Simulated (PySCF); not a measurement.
C5H6O2, SMILES C#C[C@H](C)C(=O)O.

The structure is a stationary point at B3LYP-D3(BJ)/def2-SVP. The values are those of a single conformer.

Level of theory: TDDFT-PBE/def2-SVPD in PySCF.

Vertical excitations. 

| state | energy (eV) | λ (nm) | f | main pairs |
|---|---|---|---|---|
| S1 | 5.20 | 239 | 0.011 | HOMO→LUMO 97 % |
| S2 | 5.39 | 230 | 0.003 | HOMO−1→LUMO 99 % |
| S3 | 6.00 | 207 | 0.000 | HOMO−2→LUMO 97 % |
| S4 | 6.08 | 204 | 0.010 | HOMO→LUMO+1 99 % |
| S5 | 6.31 | 197 | 0.015 | HOMO→LUMO+2 96 % |
| S6 | 6.44 | 193 | 0.006 | HOMO−1→LUMO+1 78 %, HOMO−1→LUMO+2 17 % |
| S7 | 6.66 | 186 | 0.011 | HOMO→LUMO+3 58 %, HOMO−1→LUMO+2 39 % |
| S8 | 6.87 | 181 | 0.008 | HOMO−1→LUMO+3 70 %, HOMO−2→LUMO+1 11 % |
| S9 | 6.96 | 178 | 0.044 | HOMO−2→LUMO+1 79 % |
| S10 | 7.00 | 177 | 0.007 | HOMO→LUMO+4 71 %, HOMO−1→LUMO+3 14 % |
| T1 | 4.74 | 261 | 0 | HOMO→LUMO 95 % |
| T2 | 5.23 | 237 | 0 | HOMO−1→LUMO 90 % |
| T3 | 5.37 | 231 | 0 | HOMO−2→LUMO 25 %, HOMO→LUMO+3 19 %, HOMO−1→LUMO+2 18 %, HOMO−1→LUMO+1 16 % |
| T4 | 5.68 | 218 | 0 | HOMO−2→LUMO 50 %, HOMO−1→LUMO+2 20 %, HOMO−1→LUMO+1 20 % |
Triplets are in the Tamm–Dancoff approximation, which puts them higher than full response would, so one can lie above its singlet here.
